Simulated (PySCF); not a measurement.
PySCF input (M06-L/def2-TZVPD):

```python
from pyscf import gto, scf, dft

mol = gto.M(
    atom='''
    Sn    0.00000000    0.00000000    0.00000000
    H    -1.12928612    1.16103262   -0.54381784
    H     0.26993956   -1.15254676   -1.23198634
    H    -0.61307219   -0.78386854    1.38878160
    H     1.47241875    0.77538268    0.38702257
    ''',
    basis='def2-tzvpd',
    ecp='def2-tzvp',
    charge=0,
    spin=0,
    verbose=4,
)

mf = dft.RKS(mol, xc='m06l').density_fit(auxbasis='def2-universal-jkfit')
mf.grids.level = 4
mf.conv_tol = 1e-9
mf.max_cycle = 100
mf.max_memory = 1500
mf.kernel()
if not mf.converged:
    mf = mf.newton()
    mf.kernel(mf.make_rdm1())
mf.analyze()
```

Output:

```
ECP def2-tzvp not found for  H
PySCF version 2.14.0

[INPUT] verbose = 4
[INPUT] num. atoms = 5
[INPUT] num. electrons = 26
[INPUT] charge = 0
[INPUT] spin (= nelec alpha-beta = 2S) = 0
[INPUT] symmetry False subgroup None
[INPUT] Mole.unit = angstrom
[INPUT] Symbol           X                Y                Z      unit          X                Y                Z       unit  Magmom
[INPUT]  1 Sn     0.000000000000   0.000000000000   0.000000000000 AA    0.000000000000   0.000000000000   0.000000000000 Bohr   0.0
[INPUT]  2 H     -1.129286120000   1.161032620000  -0.543817840000 AA   -2.134041483073   2.194033673486  -1.027666779253 Bohr   0.0
[INPUT]  3 H      0.269939560000  -1.152546760000  -1.231986340000 AA    0.510111838586  -2.177997722155  -2.328116771805 Bohr   0.0
[INPUT]  4 H     -0.613072190000  -0.783868540000   1.388781600000 AA   -1.158538533687  -1.481296858263   2.624416870835 Bohr   0.0
[INPUT]  5 H      1.472418750000   0.775382680000   0.387022570000 AA    2.782468178174   1.465260906931   0.731366661325 Bohr   0.0

nuclear repulsion = 28.394208117703
number of shells = 38
number of NR pGTOs = 141
number of NR cGTOs = 92
basis = def2-tzvpd
ecp = def2-tzvp

******** <class 'pyscf.df.df_jk.DFRKS'> ********
method = DFRKS
initial guess = minao
damping factor = 0
level_shift factor = 0
DIIS = <class 'pyscf.scf.diis.CDIIS'>
diis_start_cycle = 1
diis_space = 8
diis_damp = 0
SCF conv_tol = 1e-09
SCF conv_tol_grad = None
SCF max_cycles = 100
direct_scf = False
XC library pyscf.dft.libxc version 7.1.2
    S. Lehtola, C. Steigemann, M. J. T. Oliveira, and M. A. L. Marques,  SoftwareX 7, 1–5 (2018)
XC functionals = m06l
    Y. Zhao and D. G. Truhlar,  J. Chem. Phys. 125, 194101 (2006)
    Y. Zhao and D. G. Truhlar,  J. Chem. Phys. 125, 194101 (2006)
    Y. Zhao and D. G. Truhlar,  Theor. Chem. Acc. 120, 215 (2008)
radial grids:
    Treutler-Ahlrichs [JCP 102, 346 (1995); DOI:10.1063/1.469408] (M4) radial grids

becke partition: Becke, JCP 88, 2547 (1988); DOI:10.1063/1.454033
pruning grids: <function nwchem_prune>
grids dens level: 4
symmetrized grids: False
atomic radii adjust function: <function treutler_atomic_radii_adjust>
small_rho_cutoff = 0
Set gradient conv threshold to 3.16228e-05
Initial guess from minao.
tot grids = 94960
init E= -179.838921566929
  HOMO = -0.784567658596454  LUMO = -0.434690773229784  gap/eV = 9.52063
cycle= 1 E= -215.640250023497  delta_E= -35.8  |g|= 2.56  |ddm|= 31.3
  HOMO = -0.106155167756092  LUMO = 0.0419964445542407  gap/eV = 4.03141
cycle= 2 E= -214.380066850369  delta_E= 1.26  |g|= 4.24  |ddm|= 7.84
  HOMO = -0.277967510652916  LUMO = 0.000770560843947443  gap/eV = 7.58485
cycle= 3 E= -216.811097249634  delta_E= -2.43  |g|= 0.238  |ddm|= 2.78
  HOMO = -0.29973256914106  LUMO = -0.0056826492448474  gap/eV = 8.00151
cycle= 4 E= -216.825310253174  delta_E= -0.0142  |g|= 0.046  |ddm|= 0.659
  HOMO = -0.297850155646305  LUMO = -0.00398238389403893  gap/eV = 7.99655
cycle= 5 E= -216.826287177048  delta_E= -0.000977  |g|= 0.0133  |ddm|= 0.152
  HOMO = -0.299247227894436  LUMO = -0.00477472693544723  gap/eV = 8.01300
cycle= 6 E= -216.826349919922  delta_E= -6.27e-05  |g|= 0.000714  |ddm|= 0.0324
  HOMO = -0.299039901625998  LUMO = -0.0045549493639534  gap/eV = 8.01334
cycle= 7 E= -216.82635008544  delta_E= -1.66e-07  |g|= 7.92e-05  |ddm|= 0.00273
  HOMO = -0.299039364924205  LUMO = -0.00455677118817466  gap/eV = 8.01328
cycle= 8 E= -216.826350088375  delta_E= -2.94e-09  |g|= 2.46e-05  |ddm|= 0.00101
  HOMO = -0.299036841600899  LUMO = -0.0045536275909166  gap/eV = 8.01330
cycle= 9 E= -216.826350088465  delta_E= -8.98e-11  |g|= 1.53e-05  |ddm|= 8.42e-05
  HOMO = -0.299033820286562  LUMO = -0.00455297349930106  gap/eV = 8.01323
Extra cycle  E= -216.826350088467  delta_E= -2.1e-12  |g|= 1.52e-05  |ddm|= 2.52e-05
converged SCF energy = -216.826350088467
**** SCF Summaries ****
Total Energy =                        -216.826350088467308
Nuclear Repulsion Energy =              28.394208117702952
One-electron Energy =                 -435.222095547009133
Two-electron Energy =                  190.001537340838865
Two-electron Coulomb Energy =          209.695342307043887
DFT Exchange-Correlation Energy =      -19.693804966205033
HOMO-LUMO gap [eV] =                     8.013231997424626
**** MO energy ****
MO #1   energy= -5.00388195548404  occ= 2
MO #2   energy= -3.35668465345841  occ= 2
MO #3   energy= -3.35668370681381  occ= 2
MO #4   energy= -3.35668353955182  occ= 2
MO #5   energy= -0.96220142210743  occ= 2
MO #6   energy= -0.962201364718244 occ= 2
MO #7   energy= -0.96220040197212  occ= 2
MO #8   energy= -0.958677350002638 occ= 2
MO #9   energy= -0.958676586844195 occ= 2
MO #10  energy= -0.481292151613943 occ= 2
MO #11  energy= -0.29903968463123  occ= 2
MO #12  energy= -0.299037038178993 occ= 2
MO #13  energy= -0.299033820286562 occ= 2
MO #14  energy= -0.00455297349930106 occ= 0
MO #15  energy= 0.0160973905743008 occ= 0
MO #16  energy= 0.0160975263718344 occ= 0
MO #17  energy= 0.0161013163869114 occ= 0
MO #18  energy= 0.0639862487404893 occ= 0
MO #19  energy= 0.065954173614284  occ= 0
MO #20  energy= 0.0659552930428799 occ= 0
MO #21  energy= 0.0761011728141327 occ= 0
MO #22  energy= 0.0761016672299059 occ= 0
MO #23  energy= 0.076102135185395  occ= 0
MO #24  energy= 0.127675115599751  occ= 0
MO #25  energy= 0.127675985905236  occ= 0
MO #26  energy= 0.127677094483892  occ= 0
MO #27  energy= 0.193029618216263  occ= 0
MO #28  energy= 0.193033248576972  occ= 0
MO #29  energy= 0.221413347437751  occ= 0
MO #30  energy= 0.221414404928186  occ= 0
MO #31  energy= 0.221416017509761  occ= 0
MO #32  energy= 0.269977475485313  occ= 0
MO #33  energy= 0.286155941121726  occ= 0
MO #34  energy= 0.286157155806958  occ= 0
MO #35  energy= 0.286158041369588  occ= 0
MO #36  energy= 0.310702695987871  occ= 0
MO #37  energy= 0.310704426759563  occ= 0
MO #38  energy= 0.310705247090877  occ= 0
MO #39  energy= 0.319956213877122  occ= 0
MO #40  energy= 0.394685047032039  occ= 0
MO #41  energy= 0.394686460696909  occ= 0
MO #42  energy= 0.394687224854319  occ= 0
MO #43  energy= 0.455456292686773  occ= 0
MO #44  energy= 0.455457473326888  occ= 0
MO #45  energy= 0.510009234946299  occ= 0
MO #46  energy= 0.510015139645933  occ= 0
MO #47  energy= 0.51002441618673   occ= 0
MO #48  energy= 0.617650526735392  occ= 0
MO #49  energy= 0.782260670692083  occ= 0
MO #50  energy= 0.782270638370273  occ= 0
MO #51  energy= 0.782285883100671  occ= 0
MO #52  energy= 0.905077370583623  occ= 0
MO #53  energy= 0.905080780249689  occ= 0
MO #54  energy= 0.905082955592029  occ= 0
MO #55  energy= 1.0145852102718    occ= 0
MO #56  energy= 1.01458629261219   occ= 0
MO #57  energy= 1.01459613748719   occ= 0
MO #58  energy= 1.0252635240787    occ= 0
MO #59  energy= 1.21681466942046   occ= 0
MO #60  energy= 1.21681931500039   occ= 0
MO #61  energy= 1.21682338240396   occ= 0
MO #62  energy= 1.25983859081716   occ= 0
MO #63  energy= 1.25984427551505   occ= 0
MO #64  energy= 1.75751894421328   occ= 0
MO #65  energy= 1.75754829748463   occ= 0
MO #66  energy= 1.75756093624797   occ= 0
MO #67  energy= 1.79453892892415   occ= 0
MO #68  energy= 1.79459418806888   occ= 0
MO #69  energy= 1.86858211964202   occ= 0
MO #70  energy= 1.86860656667112   occ= 0
MO #71  energy= 1.86864436210458   occ= 0
MO #72  energy= 2.12259661348391   occ= 0
MO #73  energy= 2.34195323723251   occ= 0
MO #74  energy= 2.36133304023101   occ= 0
MO #75  energy= 2.3613442609106    occ= 0
MO #76  energy= 2.36135570647603   occ= 0
MO #77  energy= 2.43696243947725   occ= 0
MO #78  energy= 2.43698838129017   occ= 0
MO #79  energy= 2.43700557628331   occ= 0
MO #80  energy= 2.46100697132494   occ= 0
MO #81  energy= 2.46102257028193   occ= 0
MO #82  energy= 2.46103911653065   occ= 0
MO #83  energy= 3.04149727617806   occ= 0
MO #84  energy= 3.06400395008881   occ= 0
MO #85  energy= 3.06403971853017   occ= 0
MO #86  energy= 3.0640792038506    occ= 0
MO #87  energy= 3.59909176803368   occ= 0
MO #88  energy= 36.7761368339399   occ= 0
MO #89  energy= 37.2258336440748   occ= 0
MO #90  energy= 37.2258341973769   occ= 0
MO #91  energy= 37.2258348283338   occ= 0
MO #92  energy= 112.14719201737    occ= 0

WARN: Weak orthogonality for localized orbitals 1.544260810962171e-08

 ** Mulliken pop on meta-lowdin orthogonal AOs  **
 ** Mulliken pop  **
pop of  0 Sn 4s           1.78122
pop of  0 Sn 5s           1.17731
pop of  0 Sn 6s           0.03179
pop of  0 Sn 7s           0.00645
pop of  0 Sn 8s           0.00051
pop of  0 Sn 9s           0.00222
pop of  0 Sn 10s          0.05433
pop of  0 Sn 4px          0.01019
pop of  0 Sn 4py          0.29201
pop of  0 Sn 4pz          0.29201
pop of  0 Sn 5px          1.69250
pop of  0 Sn 5py          1.71293
pop of  0 Sn 5pz          1.71295
pop of  0 Sn 6px          0.21000
pop of  0 Sn 6py          0.08719
pop of  0 Sn 6pz          0.09210
pop of  0 Sn 7px          0.09715
pop of  0 Sn 7py          0.04012
pop of  0 Sn 7pz          0.04064
pop of  0 Sn 8px          0.10571
pop of  0 Sn 8py          0.00158
pop of  0 Sn 8pz          0.00154
pop of  0 Sn 4dxy         1.35254
pop of  0 Sn 4dyz         1.34984
pop of  0 Sn 4dz^2        1.34953
pop of  0 Sn 4dxz         1.34882
pop of  0 Sn 4dx2-y2      1.99612
pop of  0 Sn 5dxy         0.25440
pop of  0 Sn 5dyz         0.26624
pop of  0 Sn 5dz^2        0.26766
pop of  0 Sn 5dxz         0.27086
pop of  0 Sn 5dx2-y2      0.00363
pop of  0 Sn 6dxy         0.17587
pop of  0 Sn 6dyz         0.19452
pop of  0 Sn 6dz^2        0.19661
pop of  0 Sn 6dxz         0.20132
pop of  0 Sn 6dx2-y2      0.00685
pop of  0 Sn 7dxy         0.15790
pop of  0 Sn 7dyz         0.15312
pop of  0 Sn 7dz^2        0.15257
pop of  0 Sn 7dxz         0.15132
pop of  0 Sn 7dx2-y2      0.00008
pop of  0 Sn 4f-3         0.00016
pop of  0 Sn 4f-2         0.00013
pop of  0 Sn 4f-1         0.00017
pop of  0 Sn 4f+0         0.00005
pop of  0 Sn 4f+1         0.00010
pop of  0 Sn 4f+2         0.00011
pop of  0 Sn 4f+3         0.00006
pop of  0 Sn 5f-3         0.00239
pop of  0 Sn 5f-2         0.00122
pop of  0 Sn 5f-1         0.00205
pop of  0 Sn 5f+0         0.00104
pop of  0 Sn 5f+1         0.00171
pop of  0 Sn 5f+2         0.00177
pop of  0 Sn 5f+3         0.00119
pop of  1 H 1s            1.52346
pop of  1 H 2s            0.03858
pop of  1 H 3s            0.01144
pop of  1 H 2px           0.02057
pop of  1 H 2py           0.02189
pop of  1 H 2pz           0.01192
pop of  1 H 3px           0.01243
pop of  1 H 3py           0.01128
pop of  1 H 3pz           0.01121
pop of  2 H 1s            1.52715
pop of  2 H 2s            0.04141
pop of  2 H 3s            0.01181
pop of  2 H 2px           0.00994
pop of  2 H 2py           0.02456
pop of  2 H 2pz           0.02487
pop of  2 H 3px           0.00794
pop of  2 H 3py           0.01626
pop of  2 H 3pz           0.01914
pop of  3 H 1s            1.52738
pop of  3 H 2s            0.04130
pop of  3 H 3s            0.01188
pop of  3 H 2px           0.01508
pop of  3 H 2py           0.01791
pop of  3 H 2pz           0.02758
pop of  3 H 3px           0.00969
pop of  3 H 3py           0.01217
pop of  3 H 3pz           0.02189
pop of  4 H 1s            1.52394
pop of  4 H 2s            0.03920
pop of  4 H 3s            0.01145
pop of  4 H 2px           0.02461
pop of  4 H 2py           0.01747
pop of  4 H 2pz           0.01212
pop of  4 H 3px           0.01706
pop of  4 H 3py           0.00848
pop of  4 H 3pz           0.01054
 ** Mulliken atomic charges  **
charge of    0Sn =      2.69562
charge of    1H =     -0.66279
charge of    2H =     -0.68308
charge of    3H =     -0.68488
charge of    4H =     -0.66487
Dipole moment(X, Y, Z, Debye):  0.00007,  0.00005, -0.00010
```
